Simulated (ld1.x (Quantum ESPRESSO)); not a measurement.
Configuration tests for chlorine (TM)

```json
{
  "Element": "chlorine",
  "Generator": "ld1.x (Quantum ESPRESSO) 7.5",
  "Type": "norm-conserving Troullier–Martins (Kleinman–Bylander form)",
  "Functional": "LDA (PZ)",
  "Relativity": "scalar-relativistic",
  "Frozen core": "[Ne]",
  "Valence charge": "7",
  "Reference configuration": "3s2 3p5",
  "Partial waves": "3p (bound): rc 1.35 bohr; 3s (bound): rc 1.35 bohr",
  "Local potential": "the s channel",
  "Core correction": "a·sin(br)/r model core inside 1.00 bohr"
}
```

Energies are relative to the spin-unpolarised reference configuration 3s2 3p5; without spin polarisation the order of configurations can differ from experiment. Spin-polarised rows fill each open shell by Hund’s rule, majority spin first. The frozen-core shift is the all-electron ΔE with the core orbitals held at their reference shape minus the fully relaxed ΔE.

```tsv
valence configuration	charge	ΔE all-electron (eV)	error AE − PS (meV)	frozen-core shift (meV)
3s2 3p4	+1	13.972	+3.3	+1.4
3s2 3p3	+2	39.500	+26	+9.7
3s2 3p2	+3	77.895	+92	+37
3s1 3p6	0	12.048	+0.5	+0.1
3s2 3p1	+4	130.265	+234	+106
3s1 3p5	+1	26.566	+5.9	+2.0
3s2 3p5 (spin-polarised)	0	-0.186	+6.6	+0.2
```

Question: What are ΔE and the potential's error for 3s2 3p4.5?

Answer: ΔE = 5.634 eV all-electron; the error (AE − PS) is +0.3 meV.

Question: What are ΔE and the potential's error for 3s2 3p4 (spin-polarised)?

Answer: ΔE = 13.092 eV all-electron; the error (AE − PS) is +37 meV.
